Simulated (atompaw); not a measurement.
**Building the PAW (atompaw) potential for C (Z = 6) (PBE, scalar-relativistic).**

The input file (atompaw 4.2.0.5):

```
C 6
GGA-PBE scalarrelativistic loggrid 1500 logderivrange -5 5 251
2 2 0 0 0 0
2 1 0
0 0 0
c
v
v
1
1.95 1.45 1.50 1.10
y
-2
n
y
-1.85
n
custom polynom2 7 10 vanderbiltortho sinc
2 0 vpsmatchnc
1.95
1.00
1.95
1.95
PWSCFOUT
UPFDX 0.0125d0 UPFXMIN -7.d0 UPFZMESH 6.d0
END
```

Command:

```bash
atompaw < C.input > C.log
```

The program printed (summary file):

```
Completed calculations for C (AE)

 Exchange-correlation type: GGA, Perdew-Burke-Ernzerhof

 Radial integration grid is logarithmic
 r0 =   1.2320561E-03 h =   7.3923368E-03   n =      1500 rmax =   8.0000000E+01

 Scalar relativistic calculation

 AEatom converged in  19 iterations
   nz     =   6.00
   delta  =       2.309388545993E-18

 All Electron Orbital energies:
  n  l      occupancy      energy
  1  0      2.0000000E+00 -2.2677502E+01
  2  0      2.0000000E+00 -2.9677957E+00
  2  1      0.0000000E+00 -2.3346973E+00

 Total energy
   Total                    :      -72.95590526444244

 ---
 Completed calculations for C (SC)

 Exchange-correlation type: GGA, Perdew-Burke-Ernzerhof

 Radial integration grid is logarithmic
 r0 =   1.2320561E-03 h =   7.3923368E-03   n =      1500 rmax =   8.0000000E+01

 Scalar relativistic calculation

 SCatom converged in   1 iterations
   nz     =   6.00
   delta  =       5.080849956142E-18

 Valence Electron Orbital energies:
  n  l      occupancy      energy
   2  0      2.0000000E+00 -2.9677957E+00
   2  1      0.0000000E+00 -2.3346973E+00

 Total energy
   Total                    :      -72.95590526372833
   Valence                  :      -15.19935809956298

 PAW parameters:
       lmax =            1
         rc =    1.9551344985956269
        irc =          998
   rc_shape =    1.4543348946620505
    rc_vloc =    1.5091417375906184
    rc_core =    1.1060174518729549
   Vloc: VPS match (norm-conservation) with l= 2;e=   0.0000E+00
   Projector type: improved polynomial pseudization + Vanderbilt ortho.
   Sinc^2 compensation charge shape zeroed at   1.4543E+00

 Number of basis functions     4
 No.   n  nodes  l      Energy         Cp coeff         Occ
  1    2    1    0   -0.2967796E+01  0.1269416E+03  0.2000000E+01
  2  999    2    0   -0.2000000E+01  0.2071890E-01  0.0000000E+00
  3    2    0    1   -0.2334697E+01 -0.8251036E+02  0.0000000E+00
  4  999    1    1   -0.1850000E+01 -0.3128925E+01  0.0000000E+00

 Eigenvalues of overlap operator (in the basis of projectors):
    1        7.30925707E-05
    2        1.09071508E-01
    3        1.91944691E+03
    4        7.91550351E+05

 Orbital leakage outside PAW augmentation regions
   orb  is_core?  %out_of_sphere
   1 0    T           0.00
   2 0    F          14.15
   2 1    F          14.90

 Summary of PAW energies
   Total valence energy     :    -15.19937268024394
   Smooth energy            :      8.38179106168707
   One center               :    -23.58116374193101
   Smooth kinetic           :      2.89060072407411
   Vloc energy              :     -1.60270006914303
   Smooth exch-corr         :     -1.91563714691291
   One-center xc            :     -6.81075632194772
```

The run took about 0.77 s on one core of a shared server CPU.
